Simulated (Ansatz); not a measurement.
A CCSD(T) single point on `[F][SnH2][CH2]Cl`.

```yaml
crystal:
  periodic: [false, false, false]
  atoms:
    - {symbol: F, position_ang: [-2.118339, 1.045125, 0.364631]}
    - {symbol: Sn, position_ang: [-0.300692, 0.925230, -0.274768]}
    - {symbol: C, position_ang: [0.329159, -1.042426, 0.301581]}
    - {symbol: Cl, position_ang: [2.012009, -1.262292, -0.246747]}
    - {symbol: H, position_ang: [-0.400533, 1.107675, -1.961979]}
    - {symbol: H, position_ang: [0.550078, 2.146871, 0.546046]}
    - {symbol: H, position_ang: [-0.283930, -1.809639, -0.166430]}
    - {symbol: H, position_ang: [0.304447, -1.167644, 1.381965]}
basis:
  gaussian: {orbitals: def2-TZVPP}
correlation: {method: ccsd_t}
output: {orbitals: {seedname: orbitals}}
```

```sh
$ ansatz run in.yaml --threads 4 --pin off --events-out ev --progress --plain --max-ram 10444MiB
```

Output of Ansatz, abridged:

```
Functional definition: HF
1414 factors; integrals over basis functions are off by at most 1.4e-3 eV
mean field evaluation 1: about -22108.3492 eV, gradient 3.5e1 eV
mean field evaluation 2: about -22108.5360 eV, gradient 3.5e1 eV
mean field evaluation 4: about -22111.0892 eV, gradient 2.8e0 eV
mean field evaluation 8: about -22111.1341 eV, gradient 2.2e-1 eV
mean field -22111.13428833 eV, -812.5691976310 hartree, gradient 2.0e-6 eV, S^2 0.000000; 0 other end points of the search recorded, 0 dependent functions left out
11 core orbitals not correlated: weight in the atoms' cores, before any rotation towards them, 1.000 or more for the frozen orbitals, at most 0.000 for the correlated occupied ones
reference -22111.13428833 eV, -812.5691976310 hartree; 18, 18 occupied and 181, 181 virtual orbitals, 1414 factors
second order -25.72889138 eV of doubles, -0.00000000 eV of singles
cycle   1  -25.76041148 eV  change   -3.2e-2 eV  update   1.1e-1
cycle   2  -26.35576612 eV  change   -6.0e-1 eV  update   3.5e-2
cycle   3  -26.49863312 eV  change   -1.4e-1 eV  update   1.9e-2
cycle   4  -26.48962566 eV  change    9.0e-3 eV  update   4.5e-3
cycle   5  -26.48516042 eV  change    4.5e-3 eV  update   1.8e-3
cycle   6  -26.48571985 eV  change   -5.6e-4 eV  update   5.7e-4
cycle   7  -26.48578554 eV  change   -6.6e-5 eV  update   2.2e-4
cycle   8  -26.48568534 eV  change    1.0e-4 eV  update   7.8e-5
cycle   9  -26.48569400 eV  change   -8.7e-6 eV  update   2.9e-5
perturbative correction -0.90477105 eV, -0.0332497227 hartree
Total energy: -22138.52475337 eV, -813.5757786554 hartree
```

Hardware: 4 threads of an Intel Xeon 6975P-C on a shared host. Wall time 25 s, peak host memory 3.6 GiB.

The correlation energy is -27.390 eV, 3.3 % of it from (T); the T1 diagnostic reads 0.0125.
